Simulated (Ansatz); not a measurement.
Input for Ansatz (a first-principles code): R-BLYP/def2-TZVPP on C7H10S (SMILES CCCc1ccsc1).

Ansatz 0.2 input:
```yaml
crystal:
  periodic: [false, false, false]
  atoms:
    - {symbol: C, position_ang: [-2.04549370, 0.03107669, 0.62348790]}
    - {symbol: C, position_ang: [-1.45633444, -0.95433834, -0.38066051]}
    - {symbol: C, position_ang: [-0.28701576, -0.38262682, -1.19986377]}
    - {symbol: C, position_ang: [0.90292886, 0.00158722, -0.36569171]}
    - {symbol: C, position_ang: [1.12417285, 1.30509546, 0.17297499]}
    - {symbol: C, position_ang: [2.25454544, 1.39178092, 0.93183110]}
    - {symbol: S, position_ang: [3.07586463, -0.11484896, 1.00652110]}
    - {symbol: C, position_ang: [1.89321739, -0.86523775, 0.01053958]}
    - {symbol: H, position_ang: [-2.40707341, 0.93285261, 0.12226833]}
    - {symbol: H, position_ang: [-1.30234301, 0.33658166, 1.36141757]}
    - {symbol: H, position_ang: [-2.88704276, -0.41124024, 1.15936915]}
    - {symbol: H, position_ang: [-2.23628634, -1.28043243, -1.07490460]}
    - {symbol: H, position_ang: [-1.11139033, -1.84970557, 0.14428736]}
    - {symbol: H, position_ang: [0.01637661, -1.12237147, -1.94416729]}
    - {symbol: H, position_ang: [-0.63481265, 0.49370314, -1.75458198]}
    - {symbol: H, position_ang: [0.46296813, 2.14139890, -0.00575719]}
    - {symbol: H, position_ang: [2.64926093, 2.25373460, 1.44375033]}
    - {symbol: H, position_ang: [1.98845756, -1.90700963, -0.25082036]}
basis:
  gaussian:
    orbitals: def2-TZVPP
hamiltonian:
  xc: {name: BLYP}
scf: {lower_state_search: off}
```

The head of its log:

```
WARN ansatz: RAYON_NUM_THREADS=6 ignored (pool sized by the plan → 6); use --threads N
Functional definition: BLYP
these checks for a lower state are left out or cut short: stability, starts, cluster_reference, orbital_swaps, neighbouring_geometries, increment
integrals: 0.59 GiB planned
2134 factors; their error is unknown
mean field: 3.70 GiB planned
mean field evaluation 1: about -18220.7089 eV, gradient 1.2e2 eV
mean field evaluation 2: about -17909.8243 eV, gradient 3.4e2 eV
```

Q: Give the final energy of this run.

A: -670.9189 hartree.
